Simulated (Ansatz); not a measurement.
```yaml
crystal:
  periodic: [false, false, false]
  atoms:
    - {symbol: C, position_ang: [-0.953498, 3.024577, -1.070218]}
    - {symbol: Ga, position_ang: [-0.302777, -0.667377, -1.265308]}
    - {symbol: C, position_ang: [3.161812, -1.952702, -0.635121]}
    - {symbol: S, position_ang: [-2.245854, -1.965189, 3.187283]}
    - {symbol: H, position_ang: [-2.960650, 3.457591, -0.854001]}
    - {symbol: H, position_ang: [0.082328, 3.907534, 0.483895]}
    - {symbol: H, position_ang: [-0.320088, 3.930584, -2.818167]}
    - {symbol: H, position_ang: [-2.243201, -2.382783, -2.768786]}
    - {symbol: H, position_ang: [4.305845, -1.706732, -2.340080]}
    - {symbol: H, position_ang: [4.104424, -0.922800, 0.886929]}
    - {symbol: H, position_ang: [3.171651, -3.964268, -0.174371]}
    - {symbol: H, position_ang: [-1.294934, -0.040840, 4.543468]}
    - {symbol: H, position_ang: [-4.466508, -0.783167, 2.852446]}
basis:
  gaussian: {orbitals: def2-mTZVPP}
hamiltonian: {xc: {name: revPBE0}, dispersion: d3bj}
scf: {lower_state_search: full}
output: {forces: true}
```

```sh
$ ansatz run in.yaml --threads 4 --pin off --events-out ev --progress --plain --max-ram 10444MiB
```

Shortened log:

```
Functional definition: revPBE0
  name "revPBE0"
  cite "Zhang & Yang, Phys. Rev. Lett. 80, 890 (1998) doi:10.1103/PhysRevLett.80.890"
  cite "Adamo & Barone, J. Chem. Phys. 110, 6158 (1999) doi:10.1063/1.478522"
  cite "Perdew, Burke & Ernzerhof, Phys. Rev. Lett. 77, 3865 (1996) doi:10.1103/PhysRevLett.77.3865"
  parameter a = 0.25
  parameter kappa = 1.245
  parameter beta = 0.06672455060314922
  exchange = (1 - a)*pbe_x(kappa = kappa, mu = beta*pi^2/3) + a*exact_x
  correlation = pbe_c(beta = beta)
1339 factors; integrals over basis functions are off by at most 7.6e-4 eV
mean field evaluation 1: about -65371.4865 eV, gradient 5.7e1 eV
mean field evaluation 2: about -65371.5118 eV, gradient 5.7e1 eV
mean field evaluation 4: about -65245.2372 eV, gradient 7.6e1 eV
mean field evaluation 8: about -65389.6234 eV, gradient 7.2e-1 eV
mean field evaluation 32: about -65388.8491 eV, gradient 5.1e0 eV
mean field -65389.63685731 eV, -2403.0248318184 hartree, gradient 2.0e-5 eV, S^2 0.000000; 5 other end points of the search recorded, 0 dependent functions left out
the calculation of the forces begins
reference -65389.63690981 eV, -2403.0248337476 hartree; 34, 34 occupied and 112, 112 virtual orbitals, 1339 factors
Total energy: -65390.04583146 eV, -2403.0398613413 hartree
Atom 0 at    -0.953498     3.024577    -1.070218 Å, force    -0.325614     2.523220     0.023710 eV/Å
Atom 1 at    -0.302777    -0.667377    -1.265308 Å, force    -0.390067    -0.355262    -0.437444 eV/Å
Atom 2 at     3.161812    -1.952702    -0.635121 Å, force     2.396157    -0.783912     0.313467 eV/Å
Atom 3 at    -2.245854    -1.965189     3.187283 Å, force    -1.345842     3.367963     1.038865 eV/Å
Atom 4 at    -2.960650     3.457591    -0.854001 Å, force     2.992650    -0.567940    -0.309931 eV/Å
Atom 5 at     0.082328     3.907534     0.483895 Å, force    -1.588614    -1.231307    -2.335424 eV/Å
Atom 6 at    -0.320088     3.930584    -2.818167 Å, force    -0.959239    -1.276645     2.614226 eV/Å
Atom 7 at    -2.243201    -2.382783    -2.768786 Å, force     0.756278     0.670461     0.599093 eV/Å
Atom 8 at     4.305845    -1.706732    -2.340080 Å, force    -1.639755    -0.394336     2.559052 eV/Å
Atom 9 at     4.104424    -0.922800     0.886929 Å, force    -1.335057    -1.598117    -2.279425 eV/Å
Atom 10 at     3.171651    -3.964268    -0.174371 Å, force     0.058664     2.994902    -0.670388 eV/Å
Atom 11 at    -1.294934    -0.040840     4.543468 Å, force    -1.055005    -2.081409    -1.488606 eV/Å
Atom 12 at    -4.466508    -0.783167     2.852446 Å, force     2.435443    -1.267616     0.372807 eV/Å
Dipole moment:    -0.375688    -0.020872     0.213725 e Å
```

Question: What is wrong with this run?

Answer: The coordinates are in bohr but typed as ångström. The run converged. The result belongs to that input, not to the molecule as meant.
